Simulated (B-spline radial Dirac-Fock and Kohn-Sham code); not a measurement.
Calculated with a B-spline atomic structure program, using the Dirac equation of a negative muon with reduced mass in the field of a spherical finite nucleus, with the Uehling potential to all orders; nuclear polarisation, deformation, hyperfine structure, self-energy, higher-order vacuum polarisation, relativistic recoil and electron screening are left out. The nuclear charge is a Fermi distribution (skin thickness 2.3 fm).

Question: A muonic atom of atomic mass 101.91 u emits these computed lines: 2p3/2 → 1s1/2 2686 keV, 3d5/2 → 2p3/2 694.6 keV, 4f7/2 → 3d5/2 243.0 keV, 5g9/2 → 4f7/2 112.1 keV. Which element is it, and what rms charge radius was used?

Answer: Molybdenum (Z = 42, nuclide ¹⁰²Mo); the high transitions hardly feel the nucleus and fix Z. The 2p → 1s line lies 1147 keV below the value for a point nucleus without QED, which for this nuclear model gives a radius near 4.49 fm (4.4914 fm was used).
